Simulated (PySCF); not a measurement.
CaCl, SMILES [Ca][Cl], multiplicity 2.

Geometry optimised at B3LYP-D3(BJ)/def2-TZVPD. The spin state was assumed, not searched.

These are PySCF with C-PCM-PBE0/def2-TZVPD values and carry that method's errors.

The values are the electrostatic part of the solvation free energy, E(continuum) − E(gas) at the gas-phase geometry, in a cavity of scaled van der Waals radii (PySCF's table); cavitation and dispersion terms are not included. A continuum can't describe solvent molecules that bind to the metal. The dipole moment in vacuum is 3.99 D.

Computed values in water (ε = 78.36), ethylethanoate (ε = 5.99), methanol (ε = 32.61):
| solvent | ε | ΔG(elec) (kcal/mol) | dipole (D) |
|---|---|---|---|
| water | 78.36 | -7.9 | 6.00 |
| ethylethanoate | 5.99 | -6.4 | 5.47 |
| methanol | 32.61 | -7.7 | 5.93 |
